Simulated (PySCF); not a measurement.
Job file and geometry (Å, from PBE0-D3(BJ)/def2-SVP) of an NMR shielding run on `CC1=CC[P@+](C)(P)C1`, [C$_{6}$H$_{13}$P$_{2}$]+, PySCF 2.14.0, density-fitted response routines, GIAO PBE0/pcSseg-1 NMR shielding, non-relativistic, gas phase; density fitting, a coarse starting grid and PySCF grid level 2 are the driver's defaults:

```
$ OMP_NUM_THREADS=1 python probes_run.py task.json out

{"job": {"kind": "nmr", "xc": "PBE0", "basis": "pcSseg-1"}, "charge": 1, "multiplicity": 1}
C      2.849552    -0.589023    -0.286506
C      1.474047    -0.125742     0.046850
C      1.124034     1.129496     0.375231
C     -0.315332     1.410920     0.717910
P     -1.133423    -0.094442     0.083534
C     -1.697905     0.195496    -1.603266
P     -2.769863    -0.996205     1.229167
C      0.352463    -1.147762     0.052945
H      3.165288    -1.396889     0.393332
H      3.577279     0.229458    -0.212839
H      2.889068    -0.999691    -1.308570
H      1.852320     1.943536     0.423927
H     -0.727765     2.308717     0.229391
H     -0.486689     1.520400     1.803104
H     -2.053506    -0.746667    -2.045096
H     -0.853607     0.586119    -2.191087
H     -2.515972     0.930677    -1.606677
H     -2.077747    -0.788451     2.460430
H     -3.475484     0.244453     1.287577
H      0.395755    -1.802378     0.941492
H      0.350835    -1.803837    -0.832604
```

Problem. Write the output of this run.

Solution. 
```
coarse grid: 17824 points
cycle   1  E = -918.2307752436  dE =  1.119e+00  |g| = 4.395e-01  |ddm| = 4.111e+00
cycle   2  E = -918.2189569092  dE =  1.182e-02  |g| = 4.887e-01  |ddm| = 1.095e+00
cycle   3  E = -918.2809786002  dE = -6.202e-02  |g| = 3.988e-02  |ddm| = 6.106e-01
cycle   4  E = -918.2813377633  dE = -3.592e-04  |g| = 1.685e-02  |ddm| = 7.489e-02
cycle   5  E = -918.2814115502  dE = -7.379e-05  |g| = 4.486e-03  |ddm| = 2.496e-02
cycle   6  E = -918.2814163665  dE = -4.816e-06  |g| = 9.058e-04  |ddm| = 5.206e-03
final grid: 160936 points
cycle   7  E = -918.3312094550  dE = -3.611e-05  |g| = 9.079e-03  |ddm| = 3.342e-02
cycle   8  E = -918.3312005070  dE =  8.948e-06  |g| = 1.080e-02  |ddm| = 1.919e-02
cycle   9  E = -918.3312312454  dE = -3.074e-05  |g| = 6.060e-04  |ddm| = 1.137e-02
cycle  10  E = -918.3312313321  dE = -8.674e-08  |g| = 2.209e-04  |ddm| = 1.077e-03
cycle  11  E = -918.3312313431  dE = -1.094e-08  |g| = 8.156e-05  |ddm| = 3.053e-04
cycle  12  E = -918.3312313446  dE = -1.522e-09  |g| = 3.154e-05  |ddm| = 1.065e-04
cycle  13  E = -918.3312313448  dE = -2.410e-10  |g| = 6.033e-06  |ddm| = 3.303e-05
converged SCF energy = -918.3312313448

GIAO shielding tensors (ppm)
atom      isotropic    diamagn.    paramagn.     s11        s22        s33       span
  0 C      162.869     242.137     -79.267    144.813    157.428    186.368     41.555
  1 C       35.350     266.197    -230.848    -77.969     52.842    131.176    209.145
  2 C       56.024     255.992    -199.969    -43.500     83.847    127.724    171.224
  3 C      144.490     258.631    -114.141    120.678    142.064    170.727     50.049
  4 P      290.592     970.165    -679.573    227.819    305.294    338.665    110.846
  5 C      174.681     254.332     -79.651    159.426    175.409    189.209     29.783
  6 P      519.515     965.105    -445.590    475.776    500.725    582.044    106.268
  7 C      148.357     257.744    -109.387    124.619    145.741    174.710     50.091
  8 H       29.171      26.510       2.661     24.696     27.176     35.641     10.945
  9 H       28.687      27.113       1.574     23.994     27.094     34.974     10.980
 10 H       29.193      27.190       2.002     24.762     27.490     35.326     10.564
 11 H       25.294      32.501      -7.207     22.073     25.690     28.119      6.046
 12 H       28.221      32.059      -3.838     24.216     26.287     34.161      9.945
 13 H       28.086      31.964      -3.878     23.581     26.525     34.153     10.571
 14 H       29.545      28.968       0.577     24.857     26.457     37.321     12.464
 15 H       29.191      31.215      -2.024     23.535     27.958     36.079     12.544
 16 H       29.610      28.915       0.695     24.794     26.679     37.358     12.564
 17 H       27.737      28.444      -0.707     22.514     26.016     34.683     12.169
 18 H       27.676      27.703      -0.027     22.448     25.599     34.979     12.530
 19 H       28.400      32.706      -4.305     23.434     27.827     33.941     10.507
 20 H       28.699      33.427      -4.728     24.213     27.867     34.016      9.803
```

Problem. Turn these shieldings into chemical shifts. References, each an isolated molecule treated in the same way: 13C (σ = 184.41 ppm), 1H (σ = 31.27 ppm) vs TMS; H3PO4 for 31P (σ = 310.13 ppm).

Solution. Averaging equivalent atoms: C 1: 149.1; C 2: 128.4; C 3: 39.9; C 7: 36.1; C 0: 21.5; C 5: 9.7; P 4: 19.5; P 6: -209.4; H 11: 5.97; H 17/18: 3.56; H 13: 3.18; H 12: 3.05; H 19: 2.87; H 20: 2.57; H 8/9/10: 2.25; H 14/15/16: 1.82 ppm. Experimental scales use liquid or dissolved standards, which lie at an offset from isolated H3PO4.

Size and cost of the density-fitted run: 215 basis functions, 29 s wall time on 1 thread of an AMD EPYC 9R45 96-Core, shared host; peak memory 1 GiB.
